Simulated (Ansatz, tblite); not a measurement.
Isomers of Hg2TeCl2 (singlet), found by a short tight-binding search and relaxed with r2SCAN-D4/def2-SVP in Ansatz.

In the def2 sets Hg, Te take a core potential; there is no spin–orbit coupling. The xTB rows come from tblite. Correlated methods freeze 14 core orbitals; core or outer-core shells of Hg, Te are correlated, in sets that lack core-valence functions.

Other spin states weren't relaxed.

A:

```xyz
5

Hg   -1.8149    0.3069    0.3666
Hg    1.6049   -0.4545   -0.8615
Te   -0.8088   -0.5561   -1.9083
Cl    3.7458   -0.3681    0.0399
Cl   -2.7270    1.0718    2.3633
```

B:

```xyz
5

Hg   -1.017    1.753    0.841
Hg    0.749   -0.060    0.113
Te    2.400   -2.020   -0.740
Cl   -2.583    3.391    1.491
Cl    0.452   -3.063   -1.706
```

**Question.** Estimate which lies lowest at each level, and how far above it the others are (eV).

**Answer.** 
```tsv
level	A	B
GFN1-xTB	0.16	0.00
GFN2-xTB	0.33	0.00
HF/def2-SVP	0.00	1.12
HF/def2-TZVP	0.00	1.08
PBE-D4/def2-TZVP	0.00	0.85
r2SCAN-D4/def2-TZVP	0.00	0.96
PBE0-D4/def2-TZVP	0.00	0.97
ωB97M-V/def2-TZVP	0.00	1.00
MP2/def2-SVP	0.00	0.98
CCSD/def2-SVP	0.00	0.97
CCSD(T)/def2-SVP	0.00	0.98
```
Point groups (tolerance 0.1 Å): A C2v, B Cs. Lower isomers may exist.
